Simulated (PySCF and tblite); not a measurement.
The numbers below are computed, except where a source is named.
C₆H₉F₃O, numbered as in [F:1][C:2]([F:3])([F:4])[C@@H:5]1[CH2:6][CH2:7][CH2:8][O:9][CH2:10]1.

Level: PBE0-D3(BJ)/def2-SVPD//PBE0-D3(BJ)/def2-SVP, thermal terms from GFN2-xTB, symmetry numbers and mirror pairs counted. Conformers within 4 kcal/mol (GFN2-xTB free energy) were kept, 5 at most. Couplings: B3LYP/pcSseg-1 with pcJ-1 on H, F (gas phase; spin-dipole term only for pairs with B, N, F, Si or P). Couplings are for ¹⁹F, ¹H. Of two unlike H on one atom, a is the less shielded (PBE0/pcSseg-1). (PySCF 2.14, tblite 0.8.)

The 6-ring runs over atoms 5–6–7–8–9–10.

```tsv
conformer	shape	weight %
1	6-ring chair (all substituents equatorial)	96.1
2	6-ring chair (C2 axial)	3.9
```

Dihedral angles along the coupling paths:

```
   coupling  conformer  dihedral (°)
 ³J(H5,H6b)          1          -173
 ³J(H5,H6b)          2           -70
 ³J(H5,H6a)          1           -56
 ³J(H5,H6a)          2            46
³J(H5,H10b)          1           174
³J(H5,H10b)          2            68
³J(H5,H10a)          1            55
³J(H5,H10a)          2           -49
³J(H6b,H7b)          1            54
³J(H6b,H7b)          2           -52
³J(H6b,H7a)          1           172
³J(H6b,H7a)          2            66
³J(H6a,H7b)          1           -64
³J(H6a,H7b)          2          -169
```

Q: What are these vicinal couplings in each conformer, and averaged?

A: 
```
   coupling  conformer  dihedral (°)  J (Hz)  average (Hz)
 ³J(H5,H6b)          1          -173    13.6          13.1
 ³J(H5,H6b)          2           -70     2.0          13.1
 ³J(H5,H6a)          1           -56     4.4           4.5
 ³J(H5,H6a)          2            46     6.8           4.5
³J(H5,H10b)          1           174    11.8          11.4
³J(H5,H10b)          2            68     1.3          11.4
³J(H5,H10a)          1            55     5.0           5.0
³J(H5,H10a)          2           -49     4.1           5.0
³J(H6b,H7b)          1            54     4.8           4.9
³J(H6b,H7b)          2           -52     5.2           4.9
³J(H6b,H7a)          1           172    14.6          14.1
³J(H6b,H7a)          2            66     2.5          14.1
³J(H6a,H7b)          1           -64     3.1           3.6
³J(H6a,H7b)          2          -169    15.2           3.6
```
